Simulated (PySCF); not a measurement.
Level of theory: r2SCAN-D4/def2-TZVP // r2SCAN-D4/def2-SVP in PySCF 2.14.0. Gas-phase values, no solvent. One relaxed conformer stands for a flexible species; it need not be the lowest. Excitations are Tamm–Dancoff values on a coarser integration grid. The basis has no diffuse functions, so Rydberg states are missing or too high.

Reference species (SMILES): `[Br][In]([Br])[Br]` (neutral, multiplicity 1).

```
Quantity                  Result
----------------------  --------
S1 oscillator strength     0.000
T1 excitation (TDA)      3.75 eV
LUMO                    -3.83 eV
S1–T1 gap (TDA)          0.32 eV
```

Changed species: `[Br][In]([Br])[CH2]C` (C–C–In–Br torsion 175°) (1 of 3 Br replaced by C2H5; the reference has 0 of 3 Br replaced by C2H5).

### Question
Give the shifts of the S1 oscillator strength, T1 excitation (TDA), LUMO and S1–T1 gap (TDA).

### Answer
the S1 oscillator strength goes up by 0.020, to 0.020; the T1 excitation (TDA) rises by 0.27 eV, to 4.02 eV; the LUMO goes up by 1.29 eV, to -2.54 eV; the S1–T1 gap (TDA) goes up by 0.41 eV, to 0.73 eV.
